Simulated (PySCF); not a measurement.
3-methylthietane (C4H8S), SMILES CC1CSC1.

Geometry optimised at ωB97X-D3(BJ)/def2-SVP.

Calculation: TDA-PBE/def2-SVPD (PySCF).

Vertical excitations. The molecule is in vacuum. State labels are in the subgroup Cs.

### Question
Give excitation energies, oscillator strengths and character. (An estimate is asked for; the answer gives what the named calculation found.)

### Answer

```
state  symmetry  energy (eV)  λ (nm)      f          main pairs
-----  --------  -----------  ------  -----  ------------------
S1           A"         4.44     279  0.000     HOMO→LUMO 100 %
S2           A'         5.02     247  0.000    HOMO→LUMO+1 95 %
S3           A'         5.39     230  0.029    HOMO→LUMO+2 94 %
S4           A'         5.64     220  0.028   HOMO→LUMO+3 100 %
S5           A'         6.27     198  0.003    HOMO→LUMO+4 95 %
S6           A"         6.37     195  0.000    HOMO→LUMO+5 99 %
S7           A"         6.66     186  0.026    HOMO−1→LUMO 93 %
S8           A'         6.86     181  0.014    HOMO→LUMO+6 99 %
S9           A"         6.95     178  0.000   HOMO→LUMO+7 100 %
S10          A'         7.01     177  0.030  HOMO−1→LUMO+1 93 %
T1           A"         3.98     311      0     HOMO→LUMO 100 %
T2           A'         4.76     260      0    HOMO→LUMO+1 96 %
T3           A'         5.15     241      0    HOMO→LUMO+2 96 %
T4           A'         5.51     225      0    HOMO→LUMO+3 99 %
```
Triplets are in the Tamm–Dancoff approximation.
